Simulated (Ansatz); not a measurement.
The same bond dissociation along the group F, Cl, Br.

Computed with Ansatz on PBE0-D4/def2-TZVP structures; ΔE is electronic, products minus reactants. CCSD(T)/CBS adds triple-zeta CCSD(T) − MP2 to the extrapolated MP2 energy (def2 sets, frozen cores). This one scheme is used for every species, atoms too. DFT in def2-TZVPP. B3LYP here is the variant with VWN-RPA as its local correlation; programs differ in this. Open shells (•) are unrestricted, without spin–orbit coupling. Spin–orbit coupling would lower the free atoms: a little for Cl, F; clearly for Br. For Br, Mg outer-core shells are correlated without core-valence functions, so the limit isn't a true one: a few kJ/mol of doubt a bond, and 10 to 20 or more in all where bonds break to atoms. Scalar relativity is left out up to krypton. Each species was taken in one conformer, which may not be the lowest.

```tsv
reaction	PBE0-D4 (kcal/mol)	MP2/CBS(def2) (kcal/mol)	B3LYP-D4 (kcal/mol)	LDA (SPW92) (kcal/mol)	CCSD(T)/CBS(def2) (kcal/mol)
`[NH2][Mg][F]` → F• + `[NH2][Mg]`•	135.9	153.5	138.9	157.8	146.3
`[NH2][Mg][Cl]` → Cl• + `[NH2][Mg]`•	111.2	121.1	110.1	121.9	117.5
`[NH2][Mg][Br]` → Br• + `[NH2][Mg]`•	100.4	110.4	99.0	110.2	107.6
```

Largest T1 diagnostic: 0.011, for `[NH2][Mg]`•.
